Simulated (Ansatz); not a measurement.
## Reading a saddle point

A first-order saddle point of SiH$_{5}$ClOF$_{2}$, closed shell, PBE0-D4/def2-TZVP, with one imaginary mode of 692i cm⁻¹:

```xyz
10
angstrom
Si -0.6668 0.7590 0.1612
F -1.0953 -1.1389 0.0990
H -1.4510 0.8535 -1.0754
H -1.2362 0.7168 1.5118
Cl 0.0701 2.7648 0.1986
H 1.1311 -0.9742 -0.2290
O 0.9569 0.1387 -0.0039
H -0.2135 -1.8046 -0.1532
F 0.8667 -2.1227 -0.3818
H 1.6379 0.8077 -0.1272
```

Program: Ansatz 0.2.0. Basis: def2-TZVPP and def2-QZVPP. Cores are frozen in the correlated methods. Extrapolation: Hartree–Fock as exp(−7.88 √X), correlation as X^−2.97.

**Question.** Which contacts change along the imaginary mode, and what lies on either side? (A judgement: the text doesn't fix the answer.)

**Answer.** Computed: The step is SiH₂ClF ([F][SiH2][Cl]) + H₂O + HF → SiH₃ClO ([OH][SiH2][Cl]) + HF + HF, with the molecules in contact on both sides. Shortening one way: Si1–O7, F2–H8, H6–F9; lengthening the same way: Si1–F2, H6–O7, H8–F9.
```json
{"pair": "Si1–O7", "one side (Å)": "1.83", "saddle (Å)": "1.75", "other side (Å)": "1.67"}
{"pair": "F2–H8", "one side (Å)": "1.54", "saddle (Å)": "1.13", "other side (Å)": "0.94"}
{"pair": "H6–F9", "one side (Å)": "1.61", "saddle (Å)": "1.19", "other side (Å)": "0.96"}
{"pair": "Si1–F2", "one side (Å)": "1.72", "saddle (Å)": "1.95", "other side (Å)": "2.78"}
{"pair": "H6–O7", "one side (Å)": "0.99", "saddle (Å)": "1.15", "other side (Å)": "1.56"}
{"pair": "H8–F9", "one side (Å)": "0.96", "saddle (Å)": "1.15", "other side (Å)": "1.63"}
```

**Question.** Which side is lower, and how far does the saddle lie above each? (Judge from chemistry; the value comes from the calculation.)

**Answer.** The calculation gives: The side with Si1–O7, F2–H8, H6–F9 short is lower by 17.3 kJ/mol; the saddle lies 49.0 kJ/mol above it and 31.7 kJ/mol above the other (CCSD(T) at an estimated basis limit (MP2 extrapolated from triple and quadruple zeta, plus CCSD(T) − MP2 in triple zeta); electronic energies).

T1 diagnostic: at most 0.011.

Labels in which every atom is bracketed show which atoms are joined, not bond orders.

For scale, one of the runs: CCSD(T)/def2-TZVPP, 247 basis functions, launched by `ansatz run in.yaml --threads 8 --pin off --events-out ev --progress --plain --max-ram 19148MiB`. Time: 88 s of wall clock on 8 CPU threads of a Oxide Virtual Turin-like; the host was shared. Peak host memory: 5.3 GiB.
